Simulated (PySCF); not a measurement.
Cartesian coordinates in Å; atom numbers follow the order of the lines, from 1:
```xyz
17

O     2.8870   -0.3461    0.3668
C     2.2119   -1.1637   -0.1899
O     1.0858   -0.9467   -0.8011
Si    0.3259    0.5637   -0.8874
P     1.4882    1.9232    0.4353
C    -1.3942    0.2623   -0.1761
C    -1.5368   -0.2462    1.2345
C    -1.8914   -1.1317    0.0890
H     2.4977   -2.2304   -0.2445
H     0.2876    0.7126   -2.3470
H     0.7978    3.0777    0.0649
H     2.5165    2.1713   -0.4566
H    -2.1466    0.9732   -0.4923
H    -2.3321    0.1555    1.8447
H    -0.6362   -0.4653    1.7905
H    -1.2338   -1.9548   -0.1444
H    -2.9342   -1.3428   -0.0962
```

[PySCF 2.14.0 with density-fitted response routines: shieldings: GIAO PBE0/pcSseg-1; geometry from GFN2-xTB; one conformer; relativity neglected; in vacuum; averaged over atoms made equivalent by symmetry, fast rotation or ring inversion]

Predict the 2D correlation tables (HSQC, COSY, HMBC).

## Answers



HSQC (one-bond C–H):
```
         δH          δC
  7.96 (H9)  166.3 (C2)
 0.79 (H16)    4.8 (C8)
 0.75 (H17)    4.8 (C8)
 0.71 (H14)    3.1 (C7)
 0.46 (H15)    3.1 (C7)
-0.27 (H13)    0.0 (C6)
```

COSY cross peaks (H two or three bonds apart, from the bond graph; peaks can be absent where the dihedral angle is near 90°):
```
        δH              δH
5.96 (H10)  1.61 (H11/H12)
5.96 (H10)     -0.27 (H13)
0.79 (H16)      0.75 (H17)
0.79 (H16)      0.71 (H14)
0.79 (H16)      0.46 (H15)
0.79 (H16)     -0.27 (H13)
0.75 (H17)      0.71 (H14)
0.75 (H17)      0.46 (H15)
0.75 (H17)     -0.27 (H13)
0.71 (H14)      0.46 (H15)
0.71 (H14)     -0.27 (H13)
0.46 (H15)     -0.27 (H13)
```

HMBC (two and three bonds, from the bond graph):
```
            δH                                        δC
    5.96 (H10)  166.3 (C2), 4.8 (C8), 3.1 (C7), 0.0 (C6)
1.61 (H11/H12)                                  0.0 (C6)
    0.79 (H16)                        3.1 (C7), 0.0 (C6)
    0.75 (H17)                        3.1 (C7), 0.0 (C6)
    0.71 (H14)                        4.8 (C8), 0.0 (C6)
    0.46 (H15)                        4.8 (C8), 0.0 (C6)
   -0.27 (H13)                        4.8 (C8), 3.1 (C7)
```

Shifts are taken against calculated references (same method and geometry level): ¹H (31.72 ppm) and ¹³C (186.93 ppm) against TMS.

Shifts are as computed. Against solution values, carbons near 30 ppm lie about +3 ppm off and those near 130 ppm about +5 ppm. Of 1309 compounds with measured shifts, 239 miss one by over three times the rms of a fit or turn the order of signals round; such compounds aren't used in these exercises.
